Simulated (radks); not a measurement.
Problem. Species: Tl31+. Configuration: [Kr] 4d10 4f4 (the NIST ground configuration). Calculated with a radial shooting solver on a logarithmic mesh with Libxc functionals: Dirac Kohn-Sham, PBE, spin-unpolarised, spherical densities, finite nucleus; open shells fill j = l - 1/2 first; Fermi nuclear charge, rms radius 5.4759 fm.

Spin-orbit splittings of the eigenvalues, e(l+1/2) - e(l-1/2), with zeta = 2 splitting/(2l+1) and mean radii in bohr:

shell  occ.  splitting (eV)  zeta (eV)  <r> j=l-1/2  <r> j=l+1/2
2p        6            2065       1377      0.05590      0.06469
3p        6           462.4      308.2       0.1669       0.1827
3d       10           98.70      39.48       0.1588       0.1636
4p        6           128.1      85.41       0.3732       0.4008
4d       10           25.80      10.32       0.3950       0.4030
4f        4               ?          ?       0.3810       0.3844
5p        0           45.82      30.55       0.7022       0.7400

Estimate the 4f splitting.

Solution. 6.872 eV (zeta = 1.964 eV).
